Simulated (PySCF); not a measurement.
ClF3H3NTi, multiplicity 1. Atoms are numbered in the order given.

```xyz
9

Ti     0.1672    -0.3384     0.0000
F     -0.3263    -1.1071     1.4957
F      1.8465    -0.8150     0.0000
F     -0.3263    -1.1071    -1.4957
Cl     0.4359     1.8820     0.0000
N     -2.0759     0.2427     0.0000
H     -2.3135     0.7995     0.8229
H     -2.6754    -0.5855     0.0000
H     -2.3135     0.7995    -0.8229
```

The structure is a stationary point at B3LYP-D3(BJ)/def2-SVP. The multiplicity is an assumed one; other spin states were not compared.

The numbers are results of TDDFT-ωB97X/def2-SVPD in PySCF, not measurements.

Vertical excitations.  State labels are in the subgroup Cs.

| state | symmetry | energy (eV) | λ (nm) | f | main pairs |
|---|---|---|---|---|---|
| S1 | A' | 5.10 | 243 | 0.016 | HOMO→LUMO 88 % |
| S2 | A" | 5.19 | 239 | 0.000 | HOMO→LUMO+1 55 %, HOMO−1→LUMO 43 % |
| S3 | A" | 5.23 | 237 | 0.000 | HOMO−1→LUMO 56 %, HOMO→LUMO+1 43 % |
| S4 | A' | 5.66 | 219 | 0.011 | HOMO−1→LUMO+1 46 %, HOMO→LUMO+2 44 % |
| S5 | A' | 5.70 | 218 | 0.009 | HOMO→LUMO+2 54 %, HOMO−1→LUMO+1 33 % |
| S6 | A' | 5.72 | 217 | 0.006 | HOMO−2→LUMO 84 % |
| S7 | A" | 5.94 | 209 | 0.000 | HOMO−1→LUMO+2 91 % |
| S8 | A" | 6.00 | 206 | 0.002 | HOMO−2→LUMO+1 89 % |
| S9 | A" | 6.16 | 201 | 0.000 | HOMO→LUMO+3 97 % |
| S10 | A' | 6.37 | 195 | 0.000 | HOMO−3→LUMO 93 % |
| T1 | A' | 4.78 | 259 | 0 | HOMO→LUMO 98 % |
| T2 | A" | 5.10 | 243 | 0 | HOMO−1→LUMO 52 %, HOMO→LUMO+1 45 % |
| T3 | A" | 5.17 | 240 | 0 | HOMO→LUMO+1 52 %, HOMO−1→LUMO 47 % |
| T4 | A' | 5.35 | 232 | 0 | HOMO−1→LUMO+1 93 % |
Triplets are in the Tamm–Dancoff approximation, which puts them higher than full response would, so one can lie above its singlet here.
